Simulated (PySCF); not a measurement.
**Co⁹⁺ (cobalt, charge +9) across methods**

[Ar], closed-shell 1S. All numbers are calculated (PySCF 2.14, scalar relativity by spin-free X2C-1e, in an even-tempered Gaussian basis (19 s from 0.49 bohr⁻², ratio 2.5; 12 p from 0.64 bohr⁻², ratio 2.5; 5 d from 5 bohr⁻², ratio 2.7; 4 f from 7.4 bohr⁻², ratio 2.7)).

```
method  E (hartree)  mean ε 2p (eV)  mean ε 3s (eV)  mean ε 3p (eV)  Σ⟨r²⟩ (bohr²)   ⟨S²⟩
  PBE0    -1364.863         -1010.7         -305.97         -265.10          5.211  0.000
   PBE    -1364.810         -996.73         -299.63         -261.00          5.210  0.000
PBEsol    -1363.563         -996.19         -299.28         -260.80          5.212  0.000
r2SCAN    -1365.049         -1003.4         -302.69         -262.42          5.211  0.000
   UHF  -1364.22681         -1051.2         -323.32         -275.77          5.224  0.000
  MN15    -1366.150         -1001.2         -302.80         -266.13          5.179  0.000
```

Problem. Estimate the same row for LDA.

Solution. E (hartree) = -1362.310; mean ε 2p (eV) = -996.37; mean ε 3s (eV) = -298.99; mean ε 3p (eV) = -260.87; Σ⟨r²⟩ (bohr²) = 5.217; ⟨S²⟩ = 0.000.
